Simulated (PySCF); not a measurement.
**Energy of Ir (iridium, neutral) between two integer charges**

The 6s beta orbital of [Xe] 4f14 5d7 6s2 is emptied in steps (occupation f), with all orbitals relaxed, ending at [Xe] 4f14 5d7 6s1. All numbers are calculated (PySCF 2.14, a scalar-relativistic core potential, in aug-cc-pVDZ-PP with ECP60MDF (5s5p4d2f, 54 functions)). The exact energy is a straight line in f; departures are measured from the line between the end points of the same method.

| f | PBE0 (eV) | r2SCAN (eV) |
| --- | --- | --- |
| 1 | 0.000 | 0.000 |
| 0.9 | -0.209 | -0.262 |
| 0.7 | -0.490 | -0.610 |
| 0.5 | -0.587 | -0.724 |
| 0.3 | -0.495 | -0.605 |
| 0.1 | -0.213 | -0.256 |
| 0 | 0.000 | 0.000 |

```csv
method,E(f=0) − E(f=1) (eV),−ε at f=1 (eV),−ε at f=0.5 (eV)
PBE0,8.696,6.378,8.681
r2SCAN,8.755,5.846,8.765
```

Orbital energy along the path (eV):

| f | PBE0 | r2SCAN |
| --- | --- | --- |
| 1 | -6.378 | -5.846 |
| 0.9 | -6.833 | -6.430 |
| 0.7 | -7.751 | -7.598 |
| 0.5 | -8.681 | -8.765 |
| 0.3 | -9.627 | -9.932 |
| 0.1 | -10.591 | -11.059 |
| 0 | -11.046 | -11.547 |

Reference removal energy between the ground levels: 8.967 eV (measured; NIST Atomic Spectra Database, ionization energies). The calculation has no spin-orbit coupling.
